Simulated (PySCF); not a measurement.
## Correlation energy of O (oxygen, neutral)

[He] 2s1 2p5, high-spin 3P determinant (an excited configuration). All numbers are calculated (PySCF 2.14, no relativity, point nucleus, in aug-cc-pVQZ (6s5p4d3f2g, 80 functions)). Frozen: 1s2; 6 electrons correlated.

MP2 pair energies summed by pair of shells (mhartree):

| pair | energy | share (%) |
| --- | --- | --- |
| 2p-2p | -162.09 | 85.0 |
| 2s-2p | -28.60 | 15.0 |

Total MP2 correlation energy: -190.69 mhartree.

Same-spin part -42.60 and opposite-spin part -148.08 mhartree; SCS-MP2 scales them by 1/3 and 6/5 to -191.90 mhartree.
